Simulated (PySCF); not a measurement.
A structure optimised at PBE0-D3(BJ)/def2-TZVP, used in a PySCF frequency run:

```xyz
6

Al    -1.6696     0.0085     0.0000
As     0.7568    -0.0614     0.0000
H      0.8210     0.9798     1.1084
H      0.8210     0.9798    -1.1084
H     -2.4561    -0.0223    -1.3776
H     -2.4561    -0.0223     1.3776
```
Charge 0, spin multiplicity 1.

Q: Write its SMILES, formula and point group.

A: [AlH2][AsH2], AlAsH4, Cs

Q: What are its rotational constants (standard atomic weights)?

A: 59.891, 3.7956, 3.6804 GHz
